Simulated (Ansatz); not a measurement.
**One arrangement of a pair**

The pair of H₂Te (SMILES [TeH2], atoms 1–3) and H₂O₂ (SMILES OO, atoms 4–7), both closed shells, in one local arrangement (a lower one may exist), relaxed at PBE0-D4/def2-TZVP:

```
atom    x (Å)    y (Å)    z (Å)
 Te1  -0.0855   0.6095  -1.6094
  H2  -0.1657  -1.0418  -1.5903
  H3   1.0244   0.5618  -2.8409
  O4  -0.8740  -0.3517   1.4065
  O5   0.5055  -0.2314   1.7424
  H6  -1.2668   0.3191   1.9783
  H7   0.8621   0.1345   0.9137
```

Program: Ansatz 0.2.0. Basis: def2-TZVPPD, with def2-QZVPPD for the basis limit. Cores are frozen in the correlated methods. Filled d shells of the heavier atoms are correlated. Core potentials replace the inner electrons of the atoms past krypton. The def2 sets are not built for correlating such inner shells, so the correlated values are less sure here. B3LYP uses VWN-RPA correlation. Extrapolation: Hartree–Fock as exp(−7.88 √X), correlation as X^−2.97. Interaction energies count from these two fragments, frozen as in the pair, with the counterpoise correction; negative means bound.

Task: What is the interaction energy by CCSD(T) at an estimated basis limit (MP2 extrapolated from triple and quadruple zeta, plus CCSD(T) − MP2 in triple zeta)? (To be estimated.)

Result: The calculation gives: -3.76 kcal/mol. Hartree–Fock alone gives -0.24 kcal/mol at the basis limit. It counts from the two fragments frozen as in the pair.

The same quantity by other methods in triple zeta, and each one's difference from that estimate:
```tsv
method	E_int (kcal/mol)	difference
PBE-D4	-4.82	-1.07
revPBE-D4	-4.23	-0.47
BLYP-D4	-4.25	-0.50
r2SCAN-D4	-4.28	-0.52
B97M-V	-4.18	-0.42
PBE0-D4	-4.34	-0.58
B3LYP-D4	-4.13	-0.38
HSE06-D4	-4.31	-0.56
wB97X-V	-3.88	-0.13
wB97M-V	-3.96	-0.21
B2PLYP	-2.76	0.99
HF	-0.24	3.51
MP2	-3.49	0.27
CCSD	-2.60	1.16
CCSD(T)	-3.13	0.62
```
Differences are method less estimate.

Task: Which atoms make the shortest contact between the fragments?

Result: Te1 and H7, 2.74 Å apart.

Basis-set superposition shift (counterpoise-corrected less uncorrected): CCSD(T) 1.07; MP2 1.06; HF 0.04; PBE0-D4 0.04; wB97M-V 0.06 kcal/mol.

T1 diagnostic: at most 0.013.

For scale, one of the runs: CCSD(T)/def2-TZVPPD, 207 basis functions, launched by `ansatz run in.yaml --threads 4 --pin off --events-out ev --progress --plain --max-ram 9574MiB`. Hardware: 4 CPU threads of an Arm Neoverse V1, shared host. Wall time 80 s; peak host memory 3.2 GiB.
